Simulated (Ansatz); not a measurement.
Gas-phase reaction R1 → P1 + P2, each structure at its B3LYP-D3(BJ)/def2-TZVP stationary point, reached from a drawn start (curvature not checked).
P1, OH (SMILES [OH]) (charge 0, multiplicity 2):
```xyz
2

O      0.00000     0.00000     0.48836
H      0.00000     0.00000    -0.48836
```
R1, FeH2O2 (SMILES [OH][Fe][OH]) (charge 0, multiplicity 5):
```xyz
5

Fe    -0.1295    -0.0934    -0.0029
O      0.0898    -0.5438     1.7160
O     -0.4393     0.2905    -1.7239
H      0.3032     0.0104     2.4679
H      0.1758     0.3362    -2.4571
```
P2, FeHO (SMILES [OH][Fe]) (charge 0, multiplicity 6):
```xyz
3

Fe    -0.1782    -0.0535    -1.4326
O     -0.2310    -0.0693     0.3720
H      0.4091     0.1228     1.0607
```

P less R. No zero-point or thermal terms; open shells are unrestricted; no spin–orbit coupling. The spin states of the d-block species are the ones drawn and need not be the lowest.

Cores are frozen in the correlated methods. CBS(a, b) extrapolates the correlation energy as X⁻³ and adds the Hartree–Fock energy of set b.

Run with Ansatz (Gaussian orbitals). All values are computed, each at the level named.

### Question
What reaction energy does BHLYP/def2-TZVPP give?

### Answer
99.0 kcal/mol

### Question
Predict the reaction energy from CCSD/def2-QZVPP.

### Answer
103.4 kcal/mol

### Question
Give the reaction energy at the level CCSD(T)/CBS(def2-TZVPP, def2-QZVPP).

### Answer
109.2 kcal/mol

Ansatz is a quantum-chemistry and plane-wave program.
